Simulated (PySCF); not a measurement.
Record of a relaxation.

C3H6SeSi.
Bonds: C1–C2 (triple), C2–Si3, Si3–Se4, Se4–C5. Hydrogens: H6 on C1; H7, H8 on Si3; H9, H10, H11 on C5.

Computed by this run: PySCF, PBE0-D3(BJ)/def2-SVP geometry optimisation, gas phase; density fitting, grid level 1; the optimiser is geomeTRIC in internal coordinates, started from a GFN2-xTB structure with every atom displaced at random (about 0.01 Å). The frame can shift and turn from step to step; on so coarse a grid that alone can change the energy by a few meV, and forces under 0.02 eV/Å are noise.

Step 0: E = -76407.1857 eV, largest atomic force 1.486 eV/Å
```
atom  x, y, z in Å  |  force x, y, z in eV/Å
C1      1.297    0.080   -2.316   -0.138   0.198   0.153
C2      1.129    0.509   -1.200   -0.092   0.416   1.196
Si3     0.886    1.055    0.547    0.631  -1.036  -0.152
Se4     0.188   -0.709    1.801   -0.417  -0.128  -0.123
C5     -1.516   -1.028    0.817    0.381   0.630   1.290
H6      1.405   -0.231   -3.310    0.199  -0.470  -1.162
H7     -0.103    2.109    0.576   -0.536   0.760  -0.014
H8      2.195    1.438    1.152   -0.072   0.130  -0.062
H9     -2.005   -1.871    1.303   -0.040  -0.284   0.053
H10    -1.282   -1.235   -0.203    0.134  -0.287  -1.098
H11    -2.156   -0.145    0.916   -0.050   0.072  -0.080
```

Step 1: E = -76407.2736 eV, largest atomic force 0.374 eV/Å
```
atom  x, y, z in Å  |  force x, y, z in eV/Å
C1      1.188    0.139   -2.295   -0.002  -0.081  -0.365
C2      1.054    0.533   -1.153    0.016   0.015   0.250
Si3     0.836    1.077    0.586   -0.040   0.266  -0.007
Se4     0.151   -0.641    1.898    0.108  -0.020   0.015
C5     -1.395   -1.108    0.805   -0.097  -0.080  -0.285
H6      1.303   -0.192   -3.316   -0.003   0.027   0.145
H7     -0.156    2.201    0.585    0.029  -0.114  -0.020
H8      2.124    1.579    1.144    0.017  -0.066  -0.003
H9     -1.848   -2.000    1.259    0.010   0.006   0.004
H10    -1.094   -1.340   -0.234   -0.001   0.040   0.253
H11    -2.126   -0.290    0.805   -0.038   0.008   0.014
```

Step 2: E = -76407.2788 eV, largest atomic force 0.091 eV/Å
```
atom  x, y, z in Å  |  force x, y, z in eV/Å
C1      1.190    0.139   -2.298   -0.034   0.031   0.006
C2      1.059    0.537   -1.155    0.036  -0.037  -0.010
Si3     0.840    1.090    0.580   -0.020   0.089   0.001
Se4     0.160   -0.637    1.888   -0.008  -0.025  -0.015
C5     -1.404   -1.110    0.808   -0.033   0.004  -0.042
H6      1.306   -0.198   -3.313    0.008  -0.015   0.002
H7     -0.157    2.202    0.577   -0.003  -0.024  -0.012
H8      2.133    1.577    1.139    0.005  -0.030   0.002
H9     -1.845   -2.005    1.265    0.015   0.003   0.017
H10    -1.103   -1.338   -0.224    0.022   0.006   0.035
H11    -2.143   -0.298    0.815    0.011  -0.002   0.016
```

Step 3: E = -76407.2795 eV, largest atomic force 0.044 eV/Å
```
atom  x, y, z in Å  |  force x, y, z in eV/Å
C1      1.189    0.137   -2.301   -0.025   0.025   0.026
C2      1.061    0.537   -1.158    0.024  -0.018  -0.017
Si3     0.839    1.095    0.575    0.000   0.001   0.005
Se4     0.164   -0.636    1.882    0.010   0.007   0.007
C5     -1.406   -1.108    0.812   -0.014   0.005   0.020
H6      1.306   -0.207   -3.313    0.006  -0.014  -0.013
H7     -0.162    2.203    0.570   -0.008   0.005  -0.006
H8      2.133    1.573    1.137    0.000  -0.001   0.000
H9     -1.838   -2.006    1.271    0.000   0.001   0.001
H10    -1.104   -1.332   -0.219    0.001  -0.006  -0.024
H11    -2.146   -0.297    0.828    0.005  -0.005   0.002
```

Step 4: E = -76407.2796 eV, largest atomic force under 0.02 eV/Å
```
atom  x, y, z in Å  |  force x, y, z in eV/Å
C1      1.188    0.134   -2.303   -0.015   0.007  -0.001
C2      1.062    0.536   -1.161    0.016  -0.004   0.001
Si3     0.840    1.098    0.572   -0.003  -0.015  -0.001
Se4     0.168   -0.634    1.881   -0.003   0.005  -0.001
C5     -1.406   -1.107    0.816    0.008   0.003   0.018
H6      1.304   -0.213   -3.315    0.002  -0.006  -0.002
H7     -0.163    2.203    0.563   -0.002   0.005  -0.002
H8      2.134    1.575    1.133   -0.002   0.006  -0.001
H9     -1.835   -2.006    1.277    0.000  -0.001   0.000
H10    -1.109   -1.330   -0.217   -0.002  -0.002  -0.011
H11    -2.147   -0.298    0.836    0.001   0.001   0.000
```

Task: Summarise the path.

Result: The energy falls by 9.07 kJ/mol from step 0 to step 4; nine tenths of that is first reached at step 1. It falls at every step. The largest force goes from 1.486 to under 0.02 eV/Å. Among the bonds Si3–H7 changes most, from 1.445 to 1.492 Å; the atoms move by 0.086 Å rms after alignment.

What follows is the cost of the whole optimisation. The run took 28 s on an Arm Neoverse V2 with one thread, no GPU, shared host, and the process peaked at 0.53 GiB of memory.
